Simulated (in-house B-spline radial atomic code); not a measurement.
A fraction x of an electron is added to 3d in V, starting from [Ar] 3d3 4s2 and keeping the highest spin. All numbers are computed (scalar-relativistic (X2C) B3LYP, spin-polarised, spherical fractional occupations; Fermi nucleus of rms radius 3.6002 fm) with a B-spline radial code for spherical atoms, not measured.

Caution: exact exchange at fractional occupations of open shells leaves self-interaction of up to several eV.

| x | E(x) - E(0) (eV) | 3d up level (eV) |
| --- | --- | --- |
| 0 | 0.0000 | -6.340 |
| 0.1 | -0.5849 | -5.365 |
| 0.2 | -1.0743 | -4.431 |
| 0.3 | ? | ? |
| 0.4 | ? | ? |
| 0.5 | -2.0124 | -1.893 |
| 0.6 | -2.1639 | -1.146 |
| 0.7 | -2.2435 | -0.456 |

(1) What belongs in the row x = 0.3?

(2) What belongs in the row x = 0.4?

(3) Check Janak's theorem between x = 0.1 and 0.2.

Answers

(1) An energy change of -1.4724 eV; 3d up at -3.539 eV.

(2) An energy change of -1.7836 eV; 3d up at -2.692 eV.

(3) The slope of the energy is -4.89 eV; the orbital levels give -4.90 eV (ε of the filling orbital, averaged over the two points).
